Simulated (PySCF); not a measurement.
## Magnetisability: `N#C/C(=C/C[SiH3])[SiH2]N`, C4H10N2Si2

Geometry (Å), atoms numbered from 1 in this order:
```xyz
18

N     1.748    3.416   -0.193
C     1.239    2.396   -0.340
C     0.660    1.130   -0.509
C    -0.678    1.033   -0.543
C    -1.447   -0.216   -0.659
Si   -2.187   -0.702    1.042
Si    1.888   -0.299   -0.698
N     1.667   -1.279    0.705
H    -1.275    1.936   -0.441
H    -0.817   -1.029   -1.017
H    -2.272   -0.079   -1.361
H    -3.016    0.403    1.529
H    -1.108   -0.972    1.988
H    -3.014   -1.893    0.839
H     1.543   -1.153   -1.838
H     3.224    0.278   -0.893
H     1.641   -0.829    1.606
H     2.193   -2.136    0.772
```

Method: GIAO B3LYP/pcSseg-1 magnetisability, rotational g tensor and spin-rotation constants, non-relativistic, gas phase in PySCF. Geometry: GFN2-xTB.

Q: How diamagnetic is it, and how anisotropic?

A: Isotropic -1381 × 10⁻³⁰ J/T², or -83.2 × 10⁻⁶ cm³/mol; principal values -1502, -1412, -1228 × 10⁻³⁰ J/T², anisotropy 242 × 10⁻³⁰ J/T² (root of half the summed squared differences of the principal values). The susceptibility is in cgs units.

Q: Split it along the inertial axes a, b, c into diamagnetic and paramagnetic parts about the centre of mass, with the quadrupole moment.

A: 
```csv
axis,χ (10⁻⁶ cm³/mol),diamagnetic (10⁻⁶ cm³/mol),paramagnetic (10⁻⁶ cm³/mol),summed x² of all electrons (Å²),quadrupole Θ (D Å)
a,-85.8,-820.8,734.9,288.5,-14.36
b,-76.4,-1429.2,1352.8,145.1,+7.19
c,-87.2,-1839.1,1751.9,48.4,+7.16
```
Anisotropies 2χaa − χbb − χcc = -8.0 and 2χbb − χaa − χcc = +20.3 × 10⁻⁶ cm³/mol. Θ is traceless in Buckingham's convention.

Q: And the rotational g tensor?

A: 
```
axis  rotational constant (GHz)        g  nuclear part  electronic part
   a                     1.7405  -0.0221        0.5789          -0.6009
   b                     0.9092  -0.0210        0.5568          -0.5778
   c                     0.6872  -0.0123        0.5532          -0.5656
```
Asymmetric top; isotopes 12C, 1H, 14N, 28Si; no vibrational averaging.
